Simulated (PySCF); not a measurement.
F$_{6}$Zr (SMILES [F][Zr-2]([F])([F])([F])([F])[F]), charge -2, singlet, geometry from GFN2-xTB (such geometries of metal compounds can be far from the true shape) (core potentials on Zr).

The PySCF input:
```python
from pyscf import gto, scf, dft

mol = gto.M(
    atom='''
Zr    0.00000000   -0.00000000   -0.00000000
F     1.22184299   -0.51618369   -1.47939569
F    -1.22184299    0.51618369    1.47939569
F    -1.23887202    0.83032195   -1.31290482
F    -0.95929835   -1.72976223   -0.18875067
F     0.95929835    1.72976223    0.18875067
F     1.23887202   -0.83032195    1.31290482
''',
    basis='def2-svp',
    ecp={'Zr': 'def2-svp'},
    charge=-2,
    verbose=3,
)

mf = dft.RKS(mol)
mf.xc = 'camb3lyp'
mf = mf.density_fit(auxbasis='def2-universal-jkfit')
mf.kernel()
mf.analyze()
```

### Question
What does this run give for the HOMO-LUMO gap, number of basis functions, HOMO energy, total energy, nuclear repulsion energy?

### Answer

```yaml
HOMO-LUMO gap: 10.52 eV
number_of_basis_functions: 115
HOMO energy: -1.33 eV
total_energy: -645.9194 Eh
nuclear_repulsion_energy: 387.9870 Eh
```

### Question
Roughly what does it cost on one core?

### Answer
about 10 core-seconds (a rough figure).
